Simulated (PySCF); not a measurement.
Compound: C7H10N (doublet state).
Atom-mapped SMILES: `[CH2:1]=[N:2][C@@H:3]1[CH2:4][CH2:5][C@@H:6]2[CH2:7][C:8]12` (hydrogens: H9, H10 on C1; H11 on C3; H12, H13 on C4; H14, H15 on C5; H16 on C6; H17, H18 on C7)

Structure used (GFN2-xTB), in Å, numbered top down from 1:
```xyz
18
C7H10N angstrom
C      2.9005   -0.0940   -0.6395
N      1.6636   -0.0894   -0.8251
C      0.7618   -0.1805    0.2796
C     -0.3448   -1.2277   -0.0333
C     -1.6600   -0.6978    0.5631
C     -1.4587    0.7997    0.6721
C     -0.9670    1.5593   -0.5590
C     -0.0248    1.0789    0.4612
H      3.5505   -0.0065   -1.4976
H      3.3808   -0.1821    0.3428
H      1.2801   -0.4287    1.2245
H     -0.4166   -1.3001   -1.1183
H     -0.0783   -2.2073    0.3598
H     -2.5160   -0.9584   -0.0619
H     -1.8286   -1.1128    1.5589
H     -2.0711    1.3435    1.3764
H     -0.9673    1.0988   -1.5383
H     -1.2129    2.6113   -0.5769
```

The hyperfine couplings belong to this conformer and change with its torsions.

Method: UKS B3LYP, pcH-1 on C H N, non-relativistic, mean-field spin-orbit, GIAO in PySCF. Isolated species at its GFN2-xTB geometry (one conformer only). A GFN2-xTB geometry isn't a minimum of the functional, and hyperfine couplings can be far from their values at a DFT geometry. Stability of the SCF solution: not tested.

Q: The isotropic 13C couplings are +379.2, +36.2, +11.1, -8.9, +7.0, -6.4, -1.1 MHz. Assign them to C1; C3; C4; C5; C6; C7; C8.

A: 
```csv
site,a_iso (MHz),ρ(0) (bohr⁻³),position,distance from C8 (Å),spin population,largest |T| (MHz)
C1,-1.1,-0.0009,3 bonds from C8,3.34,0.00,1.0
C3,+7.0,+0.0063,1 bond from C8,1.50,-0.03,7.6
C4,+36.2,+0.0322,2 bonds from C8,2.38,+0.04,8.5
C5,+11.1,+0.0099,2 bonds from C8,2.42,+0.01,3.6
C6,-6.4,-0.0057,1 bond from C8,1.48,+0.01,9.9
C7,-8.9,-0.0079,1 bond from C8,1.47,+0.01,11.3
C8,+379.2,+0.3373,largest spin population,0.00,+0.89,134.3
```

ρ(0) is the spin density at the nucleus and T the dipolar tensor. The largest Mulliken spin population is on C8 (+0.89). The angles at C8 add up to 296.0°, so it is pyramidal.
